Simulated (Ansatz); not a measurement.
`[SeH][SiH2][TeH]` + H₂S → `S[SiH2][TeH]` + H₂Se at 700 K and 1 bar (ligand exchange at the Si–Se bond).

Program: Ansatz. Geometries: PBE0-D4/def2-TZVP. ΔE: electronic, gas phase. CBS: MP2 limit from def2 TZ/QZ plus the TZ coupled-cluster correction, frozen cores. This one scheme is used for every species. def2 core potentials past Kr. For Se, Te outer-core shells are correlated without core-valence functions, which leaves a few kJ/mol of doubt a bond. Scalar relativity is left out up to krypton. One conformer a species, not always the lowest.

```csv
species,CCSD(T)/CBS energy (Eh),H − E (kJ/mol),S (J/(mol·K))
`[SeH][SiH2][TeH]`,-2959.95331,148.8,448.8
H₂S,-398.97279,64.8,236.9
`S[SiH2][TeH]`,-957.02579,151.1,434.7
H₂Se,-2401.89790,61.1,251.1
```

H − E and S are ideal-gas, rigid-rotor, harmonic terms from PBE0-D4/def2-TZVP, for one conformer and one mirror image of each species. 1 Eh = 2625.50 kJ/mol, R = 8.31446 J/(mol·K).

**Question.** By hand: ΔE, ΔH, ΔS and ΔG.

**Answer.** ΔE = (-957.02579) + (-2401.89790) − (-2959.95331) − (-398.97279) = 0.00241 Eh = 6.3 kJ/mol. Δ(H − E) = 151.1 + 61.1 − 148.8 − 64.8 = -1.4, so ΔH = 4.9 kJ/mol. ΔS = 434.7 + 251.1 − 448.8 − 236.9 = 0.1 J/(mol·K). ΔG = 4.9 − 700 × (0.1)/1000 = 4.8 kJ/mol.

**Question.** By hand: the equilibrium constant, and the temperature at which ΔG would vanish if ΔH and ΔS stayed fixed.

**Answer.** log₁₀ K = −ΔG/(RT ln 10) = -0.4. ΔG = 0 at ΔH/ΔS = 49000 K, far beyond where these terms or the molecules hold.

The number of gas molecules stays the same, so ΔS is small and ΔH decides. The sign of ΔG lies within the doubt. A doubt of 5 kJ/mol in ΔE shifts log₁₀ K by 0.4 here. Other conformers and mirror images would add mixing entropy, several J/(mol·K) or more a flexible species. These are equilibria of isolated gas molecules and say nothing of rates. Largest T1 diagnostic: 0.011 (customary marks: 0.02 for closed shells, 0.045 for open ones).
